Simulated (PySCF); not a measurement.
**How the method changes the constants of RuN⁻**

State: triplet, unpaired electrons π ↑, δ ↑, a mixture of terms (⟨Lz²⟩ = 5.0). Set-up: PySCF, scalar-relativistic core potentials, basis sets Ru def2-TZVPPD with ECP28, N def2-TZVPPD. De refers to Ru⁻ (4d7 5s2) + N in their high-spin ground configurations, without counterpoise correction. The functionals are run spin-unrestricted. A positive dipole points towards N; it is taken about the centre of mass and depends on that origin. Levels whose curve was spin-contaminated or gave no clean fit are not listed.

```csv
Level,Re (Å),ωe (cm⁻¹),De (eV),μ (D)
ROHF-CCSD,1.633,1022,n/a,n/a
PBE,1.644,1022,n/a,-0.70
PBEsol,1.634,1049,n/a,-0.64
BLYP,1.660,991,n/a,-0.88
r²SCAN,1.634,1043,n/a,-0.62
r²SCANh,1.628,1045,n/a,-0.64
PBE0,1.622,1063,n/a,-0.67
MN15,1.616,1100,5.03,-0.41
ωB97X,1.611,1097,4.37,-0.62
```

Q: What does a quarter of exact exchange do here, going from PBE to PBE0?

A: PBE0 less PBE: -2.2 pm in Re, +4.0 % in ωe. Exact exchange removes part of the self-interaction that spreads semilocal densities, and in most molecules shortens and stiffens the bond and lowers De; so it does here.

Q: What does the step from GGA to meta-GGA do here, going from PBE to r²SCAN?

A: r²SCAN less PBE: -1.0 pm in Re, +2.1 % in ωe. 

Correlated steps freeze 1 core orbital. The metal atom is held in its measured ground configuration; semilocal functionals can put another filling of s and d lower by some tenths of an eV, and De to that atom would be smaller. These are scalar-relativistic numbers at best; spin–orbit coupling would shift them, the dissociation energy most. For an ion De counts to the pair picked by the measured ionisation energies or electron affinities, which need not be the lowest pair at this level. Counting both spins, an empty level lies below a filled one in some of these solutions, because spin and occupation are held. The highest Kohn–Sham level is positive in this anion. Much of that is self-interaction error, but it also means that the finite basis helps to hold the extra electron. The CCSD T1 diagnostic is raised, a sign that a single reference may not be enough here. With d or f electrons several states lie close, and the lowest PBE0 determinant need not be the measured ground state.

The whole job (state search and all levels along the bond) took about 25 min on 2 threads of Arm Neoverse V1 (shared host), peak memory 4 GiB.
